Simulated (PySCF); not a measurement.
Compound: C7H18P2.
Atom-mapped SMILES: `[CH3:1][CH:2]=[P@@:3]([CH3:4])([PH2:5])[C:6]([CH3:7])([CH3:8])[CH3:9]` (hydrogens: H10, H11, H12 on C1; H13 on C2; H14, H15, H16 on C4; H17, H18 on P5; H19, H20, H21 on C7; H22, H23, H24 on C8; H25, H26, H27 on C9)

Geometry (PBE0-D3(BJ)/def2-SVP, Å), atoms numbered from 1 in this order:
```xyz
27
C7H18P2 angstrom
C      2.7024   -1.0877   -1.2551
C      1.2333   -1.0031   -0.9545
P      0.5247    0.2708   -0.1216
C      1.4358    0.6604    1.4087
P      0.3387    2.4463   -0.9300
C     -1.2506   -0.1216    0.3130
C     -2.0741   -0.0795   -0.9766
C     -1.7866    0.9097    1.3064
C     -1.3069   -1.5184    0.9333
H      2.9993   -0.6332   -2.2213
H      3.0343   -2.1401   -1.2901
H      3.3172   -0.6022   -0.4791
H      0.5567   -1.4867   -1.6694
H      1.3442   -0.1773    2.1140
H      2.4983    0.7929    1.1587
H      1.0612    1.5873    1.8650
H      0.1956    1.9885   -2.2751
H      1.7632    2.5206   -1.0327
H     -3.1220   -0.3374   -0.7523
H     -2.0713    0.9238   -1.4305
H     -1.7051   -0.7974   -1.7240
H     -1.2715    0.8494    2.2770
H     -2.8553    0.7123    1.4890
H     -1.6954    1.9390    0.9278
H     -0.7013   -1.5799    1.8505
H     -0.9344   -2.2839    0.2405
H     -2.3500   -1.7547    1.2033
```

Computed, not measured: PBE0-D3(BJ)/def2-SVP geometry optimisation, gas phase in PySCF.

Masses are those of the commonest isotopes; rigid-rotor values at the optimised geometry. The values belong to one conformer with, in the numbering `[CH3:1][CH:2]=[P@@:3]([CH3:4])([PH2:5])[C:6]([CH3:7])([CH3:8])[CH3:9]`, C2–P3–P5–H 33° and -60°.

(1) Give the principal moments of inertia and the rotational constants in MHz.

(2) What kind of rotor is it?

(3) Is it planar, by Δ = Ic − Ia − Ib?

(4) Give the other two planar moments, Paa and Pbb, and the rms extents of the mass along the axes.

(5) Where do the levels up to J = 2 lie, in MHz?

(6) Predict some low-J microwave lines.

(7) Estimate the classical rotational partition function at 10 K, 25 K and 100 K.

## Answers

(1) Ia = 414.27, Ib = 510.75, Ic = 657.23 u·Å²; 505379 MHz·u·Å²/I gives A = 1220, B = 989.5, C = 769.0 MHz.

(2) An asymmetric top; Ray's κ = -0.022.

(3) Not planar: Δ = Ic − Ia − Ib = -267.79 u·Å². For a rigid frame Δ = −2 Σ m c², so Σ m c² = 133.89 u·Å² lies off the ab plane: 40.97 from hydrogen and 92.92 from heavier atoms. The atom farthest from that plane is 2.42 Å away.

(4) Paa = Σ m a² = (Ib + Ic − Ia)/2 = 376.85 and Pbb = Σ m b² = (Ia + Ic − Ib)/2 = 280.38 u·Å². With the mass M = 164.09 u, the rms extents √(P/M) along a, b and c are 1.52, 1.31, 0.90 Å.

(5) Above 0(0,0):
J = 1: 1(0,1) 1758, 1(1,1) 1989, 1(1,0) 2209
J = 2: 2(0,2) 5176, 2(1,2) 5285, 2(1,1) 5947, 2(2,1) 6638, 2(2,0) 6738
Those of J = 1 are B + C, A + C and A + B.

(6) The dipole components are |μa| = 1.29 D, |μb| = 0.22 D, |μc| = 0.95 D. Intensities carry the squares of the components, which stand as 1.00 : 0.03 : 0.55 (a : b : c). Some lines, for components of 0.1 D or more:

| type | branch | J(Ka,Kc) | MHz | lower level (cm⁻¹) |
| --- | --- | --- | --- | --- |
| b | Q | 3(2,1) ← 3(1,2) | 857 | 0.383 |
| b | Q | 4(3,1) ← 4(2,2) | 1213 | 0.661 |
| b | Q | 3(3,0) ← 3(2,1) | 1377 | 0.411 |
| c | R | 1(1,0) ← 0(0,0) | 2209 | 0.000 |
| a | R | 2(1,2) ← 1(1,1) | 3296 | 0.066 |
| c | R | 2(2,1) ← 1(1,1) | 4649 | 0.066 |
| b | R | 3(0,3) ← 2(1,2) | 4854 | 0.176 |
| a | R | 3(1,2) ← 2(1,1) | 5521 | 0.198 |
| b | R | 4(1,4) ← 3(0,3) | 6492 | 0.338 |
| b | R | 3(3,0) ← 2(2,1) | 7064 | 0.221 |
| b | R | 4(3,1) ← 3(2,2) | 9119 | 0.397 |
| c | R | 4(4,0) ← 3(3,0) | 9424 | 0.457 |

(7) Point group C1, symmetry number σ = 1; q = (√π/σ)·√((kT/h)³/(ABC)), k/h = 20836.6 MHz/K: 5530 at 10 K, 21900 at 25 K, 175000 at 100 K.

No PBE0-D3(BJ)/def2-SVP frequencies stand behind this structure, so it isn't proved a minimum. Constants of a rigid frame at the computed geometry: no zero-point averaging, no centrifugal distortion. A rigid rotor knows nothing of internal rotation, which can split or shift real lines.
